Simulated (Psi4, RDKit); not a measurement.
Conformational energy of SMILES COc1ccc(SC)s1 (C6H8OS2). Scanned: dihedral S9–C6–S7–C8; all other coordinates were relaxed at GFN2-xTB. Points at φ and −φ are mirror images. Heavy atoms are numbered in the order of the SMILES COc1ccc(SC)s1, hydrogens after them in the order of the atoms that carry them; the mirror image has the same energies with the sign of each dihedral reversed.

Levels: B3LYP/def2-SVP // GFN2-xTB (Psi4); PBE/def2-SVP // GFN2-xTB (Psi4); UFF // GFN2-xTB (RDKit).

Energies in eV, each method relative to its own lowest point.

```csv
φ / °,B3LYP/def2-SVP,PBE/def2-SVP,UFF
-165,0.130,0.123,0.492
-150,0.125,0.118,0.383
-135,0.103,0.098,0.246
-120,0.063,0.061,0.111
-105,0.025,0.024,0.024
-90,0.000,0.000,0.000
-75,0.003,0.000,0.045
-60,0.032,0.025,0.142
-45,0.073,0.061,0.259
-30,0.112,0.095,0.369
-15,0.139,0.120,0.450
0,0.149,0.128,0.481
15,0.139,0.120,0.450
30,0.112,0.095,0.369
45,0.073,0.061,0.259
60,0.032,0.025,0.142
75,0.003,0.000,0.045
90,0.000,0.000,0.000
105,0.025,0.024,0.024
120,0.063,0.061,0.111
135,0.103,0.098,0.246
150,0.125,0.118,0.383
165,0.130,0.123,0.492
180,0.130,0.123,0.534
```
